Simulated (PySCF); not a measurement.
## Bonding in `C[C@@H]1CC2(CC2)[C@H]1B(O)O`

C7H13BO2.
SMILES with atom numbers: `[CH3:1][C@@H:2]1[CH2:3][C:4]2([CH2:5][CH2:6]2)[C@H:7]1[B:8]([OH:9])[OH:10]` (hydrogens: H11, H12, H13 on C1; H14 on C2; H15, H16 on C3; H17, H18 on C5; H19, H20 on C6; H21 on C7; H22 on O9; H23 on O10)

Structure used (PBE0-D3(BJ)/def2-SVP), in Å, numbered top down from 1:
```
atom  x, y, z in Å
C1    -2.4805   -1.3371    0.0659
C2    -1.2629   -0.6015   -0.4442
C3     0.0496   -1.3902   -0.6550
C4     0.8002   -0.2288   -0.0190
C5     2.1616   -0.2135    0.5867
C6     1.8899    0.5604   -0.6759
C7    -0.5181    0.3504    0.5292
B8    -0.7209    1.9066    0.4067
O9     0.0382    2.8104    1.1038
O10   -1.6478    2.3975   -0.4573
H11   -3.2946   -0.6343    0.3039
H12   -2.8629   -2.0507   -0.6816
H13   -2.2463   -1.9049    0.9820
H14   -1.5204   -0.0457   -1.3598
H15    0.3219   -1.6654   -1.6862
H16    0.0860   -2.2947   -0.0244
H17    2.3121    0.3469    1.5159
H18    2.7651   -1.1237    0.5187
H19    2.3058    0.1812   -1.6141
H20    1.8531    1.6521   -0.6078
H21   -0.6609    0.0117    1.5735
H22    0.6687    2.3901    1.6949
H23   -1.6497    3.3616   -0.4601
```

Bond orders from the PBE0/pcSseg-1 density (PySCF). Isolated species at its PBE0-D3(BJ)/def2-SVP geometry (one conformer only).

Problem. Where do the orders between heavy atoms depart from those drawn in the SMILES?

Solution. The largest departure is 0.256, at B8–O10 (drawn single, 1.256). Drawn single, order above 1.12: B8–O9 (1.176) and B8–O10 (1.256).

Problem. Give the Mayer order of every bond between heavy atoms, beside its length.

Solution. 
```json
{"bond": "C1–C2", "drawn as": "single", "length (Å)": "1.511", "Mayer order": "1.044"}
{"bond": "C2–C3", "drawn as": "single", "length (Å)": "1.546", "Mayer order": "0.985"}
{"bond": "C3–C4", "drawn as": "single", "length (Å)": "1.522", "Mayer order": "1.020"}
{"bond": "C4–C5", "drawn as": "single", "length (Å)": "1.490", "Mayer order": "0.941"}
{"bond": "C5–C6", "drawn as": "single", "length (Å)": "1.506", "Mayer order": "0.978"}
{"bond": "C4–C7", "drawn as": "single", "length (Å)": "1.541", "Mayer order": "0.982"}
{"bond": "C7–B8", "drawn as": "single", "length (Å)": "1.574", "Mayer order": "0.903"}
{"bond": "B8–O9", "drawn as": "single", "length (Å)": "1.371", "Mayer order": "1.176"}
{"bond": "B8–O10", "drawn as": "single", "length (Å)": "1.359", "Mayer order": "1.256"}
{"bond": "C7–C2", "drawn as": "single", "length (Å)": "1.552", "Mayer order": "0.951"}
{"bond": "C6–C4", "drawn as": "single", "length (Å)": "1.497", "Mayer order": "0.921"}
```

By pair of heavy elements: C–C: lowest C6–C4 (0.921, 1.497 Å), highest C1–C2 (1.044, 1.511 Å); in 13 of the 28 pairs the longer bond (by over 0.003 Å) has the higher order (by 0.02 or more). B–O: lowest B8–O9 (1.176, 1.371 Å), highest B8–O10 (1.256, 1.359 Å).

Problem. And the bonds to hydrogen?

Solution. C–H: 0.91 to 0.96 (11 bonds); H–O: 0.93 to 0.94 (2 bonds).

Problem. Sum the orders of all bonds at each heavy atom with more than one neighbour and set the sums beside the valence in the SMILES.

Solution. C1 3.929 (drawn 4), C2 3.917 (drawn 4), C3 3.900 (drawn 4), C4 3.864 (drawn 4), C5 3.825 (drawn 4), C6 3.797 (drawn 4), C7 3.747 (drawn 4), B8 3.335 (drawn 3), O9 2.113 (drawn 2), O10 2.181 (drawn 2). Orders between atoms that aren't bonded are not in these sums.

For a closed shell the Mayer order of atoms A and B is Σ (PS)μν (PS)νμ over the basis functions μ on A and ν on B, with P the density and S the overlap matrix.
